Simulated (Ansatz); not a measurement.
A nudged elastic band was laid between two geometries of AlFH5NSi (9 atoms, charge 0, multiplicity 1).

Computed with Ansatz 0.2.0, RKS LDA/def2-SVP.

- movable images: 7
- climbing image: yes
- spring: 5.0 eV/Å²
- optimiser: quadratic models (default)
- start path: through a guess of the saddle point
- force threshold: 0.05 eV/Å
- iteration limit: 60
- end points: relaxed

Initial state:

```xyz
9
Properties=species:S:1:pos:R:3
N 0.614 1.786 -0.707
Al 0.751 0.046 -0.474
F 2.079 -0.689 -1.163
Si -0.867 -1.247 0.765
H -0.148 2.363 -0.340
H 1.285 2.360 -1.227
H -1.500 -2.316 -0.092
H -0.238 -1.937 1.950
H -1.976 -0.366 1.287
```

Final state:

```xyz
9
Properties=species:S:1:pos:R:3
N 0.611 1.785 -0.712
Al 0.754 0.048 -0.467
F 2.091 -0.685 -1.142
Si -0.867 -1.247 0.766
H 1.283 2.358 -1.233
H -0.156 2.362 -0.354
H -1.512 -2.301 -0.101
H -0.237 -1.956 1.940
H -1.968 -0.364 1.303
```

(1) Which bonds break or form, and what moves?

(2) What energy profile does the band end with?

(3) What is the geometry of the highest image?

(4) What are the harmonic wavenumbers there?

Answers

(1) No bond is made or broken. The dihedral H6–N1–Al2–Si4 goes from 180 to 0°. The two ends are copies of one structure, up to a mirror image or an exchange of like atoms.

(2) The run converged. The highest image is number 4 of 0 to 8, 0.36 eV above the ends, which have the same energy within 2 meV. A vibrational analysis at the climbing image gives one clearly imaginary mode, 369i cm⁻¹: a first-order saddle point.

```
image  path coordinate (Å)  energy (eV)  dihedral H6–N1–Al2–Si4 (°)
    0                 0.00         0.00                         180
    1                 0.70         0.00                        -178
    2                 1.39         0.04                        -160
    3                 2.09         0.23                        -129
    4                 2.79         0.36                        -103
    5                 3.66         0.16                         -51
    6                 4.54         0.01                          -1
    7                 5.42         0.00                           1
    8                 6.29         0.00                           0
```

(3) 
```xyz
9
Properties=species:S:1:pos:R:3:forces:R:3
N 0.413 1.771 -0.885 0.02 0.03 0.02
Al 0.774 0.127 -0.327 -0.01 -0.03 0.01
F 2.276 -0.549 -0.591 0.01 0.00 0.00
Si -0.821 -1.266 0.829 -0.01 0.00 -0.01
H 0.768 2.605 -0.406 -0.01 0.00 -0.01
H 0.217 2.008 -1.863 -0.01 0.00 -0.02
H -1.951 -1.636 -0.104 0.00 0.00 0.00
H -0.232 -2.544 1.364 0.01 -0.01 0.00
H -1.445 -0.517 1.982 0.00 0.01 0.01
```

(4) 369i, 21, 116, 180, 216, 274, 386, 405, 445, 572, 752, 805, 876, 885, 900, 1430, 2133, 2148, 2166, 3493, 3584 cm⁻¹.

Time of the run: 2.7 min on 1 CPU thread of a shared host.
